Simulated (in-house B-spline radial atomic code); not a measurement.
Multiplet parameters of the 4p2 shell in Kr⁴⁺ ([Ar] 3d10 4s2 4p2). Computed with a radial B-spline atomic code at the basis-set limit: non-relativistic Hartree-Fock, average of configuration, point nucleus.

Slater integrals: F^2 = 65512 cm⁻¹. Central-field spin-orbit parameter ζ(4p) = 4533 cm⁻¹ (bare central field on non-relativistic orbitals, without two-electron terms: too large for light atoms, too small for heavy ones).

With F₂ = F^2/25 = 2620 cm⁻¹:

(1) Where do the terms lie in LS coupling, without spin-orbit interaction?

(2) Is LS coupling a fair picture here?

## Answers

(1) In cm⁻¹ above the Hund's-rule term:
| term | expression | energy |
| --- | --- | --- |
| 3P | 0 F₂ | 0 |
| 1D | 6 F₂ | 15723 |
| 1S | 15 F₂ | 39307 |

(2) Fits to spectra need these integrals scaled down, since correlation screens the repulsion. Here ζ is 1.73 times F₂, so the coupling is intermediate: spin-orbit interaction mixes the terms, and LS labels name only the largest part.
